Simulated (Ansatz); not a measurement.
Bi2F6. Total charge 0; singlet. Geometry PBE-D4/def2-SVP.

Cartesian coordinates in Å:
```
Bi -0.658 -1.325 -0.365
Bi 0.924 1.720 0.460
F 1.204 -0.217 1.218
F 0.707 0.749 -1.389
F -1.686 -2.274 1.134
F -1.205 0.609 0.454
F -2.230 -1.234 -1.680
F 2.945 1.972 0.169
```

In the def2 sets Bi takes a core potential; there is no spin–orbit coupling. The structure comes from a short search, and lower isomers may exist.

Estimate the orbital energies around the gap (eV) in Ansatz with PBE-D4/def2-SVP, r2SCAN-D4/def2-TZVP, PBE0-D4/def2-SVP, PBE0-D4/def2-TZVP, ωB97M-V/def2-TZVP.


```json
{"orbital": "HOMO−9", "PBE-D4/def2-SVP": "-9.02", "r2SCAN-D4/def2-TZVP": "-10.07", "PBE0-D4/def2-SVP": "-11.20", "PBE0-D4/def2-TZVP": "-11.60", "ωB97M-V/def2-TZVP": "-14.13"}
{"orbital": "HOMO−8", "PBE-D4/def2-SVP": "-8.83", "r2SCAN-D4/def2-TZVP": "-9.94", "PBE0-D4/def2-SVP": "-11.08", "PBE0-D4/def2-TZVP": "-11.51", "ωB97M-V/def2-TZVP": "-14.06"}
{"orbital": "HOMO−7", "PBE-D4/def2-SVP": "-8.75", "r2SCAN-D4/def2-TZVP": "-9.74", "PBE0-D4/def2-SVP": "-10.77", "PBE0-D4/def2-TZVP": "-11.22", "ωB97M-V/def2-TZVP": "-13.78"}
{"orbital": "HOMO−6", "PBE-D4/def2-SVP": "-8.61", "r2SCAN-D4/def2-TZVP": "-9.62", "PBE0-D4/def2-SVP": "-10.68", "PBE0-D4/def2-TZVP": "-11.13", "ωB97M-V/def2-TZVP": "-13.67"}
{"orbital": "HOMO−5", "PBE-D4/def2-SVP": "-8.58", "r2SCAN-D4/def2-TZVP": "-9.61", "PBE0-D4/def2-SVP": "-10.65", "PBE0-D4/def2-TZVP": "-11.12", "ωB97M-V/def2-TZVP": "-13.66"}
{"orbital": "HOMO−4", "PBE-D4/def2-SVP": "-8.45", "r2SCAN-D4/def2-TZVP": "-9.49", "PBE0-D4/def2-SVP": "-10.53", "PBE0-D4/def2-TZVP": "-11.00", "ωB97M-V/def2-TZVP": "-13.56"}
{"orbital": "HOMO−3", "PBE-D4/def2-SVP": "-8.25", "r2SCAN-D4/def2-TZVP": "-9.23", "PBE0-D4/def2-SVP": "-10.25", "PBE0-D4/def2-TZVP": "-10.77", "ωB97M-V/def2-TZVP": "-13.32"}
{"orbital": "HOMO−2", "PBE-D4/def2-SVP": "-8.12", "r2SCAN-D4/def2-TZVP": "-9.22", "PBE0-D4/def2-SVP": "-10.15", "PBE0-D4/def2-TZVP": "-10.66", "ωB97M-V/def2-TZVP": "-13.18"}
{"orbital": "HOMO−1", "PBE-D4/def2-SVP": "-8.04", "r2SCAN-D4/def2-TZVP": "-9.14", "PBE0-D4/def2-SVP": "-10.07", "PBE0-D4/def2-TZVP": "-10.47", "ωB97M-V/def2-TZVP": "-12.73"}
{"orbital": "HOMO", "PBE-D4/def2-SVP": "-7.73", "r2SCAN-D4/def2-TZVP": "-8.67", "PBE0-D4/def2-SVP": "-9.40", "PBE0-D4/def2-TZVP": "-9.83", "ωB97M-V/def2-TZVP": "-12.03"}
{"orbital": "LUMO", "PBE-D4/def2-SVP": "-3.39", "r2SCAN-D4/def2-TZVP": "-3.57", "PBE0-D4/def2-SVP": "-2.81", "PBE0-D4/def2-TZVP": "-3.05", "ωB97M-V/def2-TZVP": "-1.24"}
{"orbital": "LUMO+1", "PBE-D4/def2-SVP": "-2.56", "r2SCAN-D4/def2-TZVP": "-2.75", "PBE0-D4/def2-SVP": "-1.96", "PBE0-D4/def2-TZVP": "-2.23", "ωB97M-V/def2-TZVP": "-0.37"}
{"orbital": "LUMO+2", "PBE-D4/def2-SVP": "-2.24", "r2SCAN-D4/def2-TZVP": "-2.34", "PBE0-D4/def2-SVP": "-1.55", "PBE0-D4/def2-TZVP": "-1.88", "ωB97M-V/def2-TZVP": "-0.10"}
{"orbital": "LUMO+3", "PBE-D4/def2-SVP": "-1.55", "r2SCAN-D4/def2-TZVP": "-1.70", "PBE0-D4/def2-SVP": "-0.87", "PBE0-D4/def2-TZVP": "-1.26", "ωB97M-V/def2-TZVP": "0.49"}
{"orbital": "LUMO+4", "PBE-D4/def2-SVP": "-1.51", "r2SCAN-D4/def2-TZVP": "-1.69", "PBE0-D4/def2-SVP": "-0.81", "PBE0-D4/def2-TZVP": "-1.18", "ωB97M-V/def2-TZVP": "0.66"}
{"orbital": "LUMO+5", "PBE-D4/def2-SVP": "-1.08", "r2SCAN-D4/def2-TZVP": "-1.30", "PBE0-D4/def2-SVP": "-0.33", "PBE0-D4/def2-TZVP": "-0.77", "ωB97M-V/def2-TZVP": "1.11"}
```
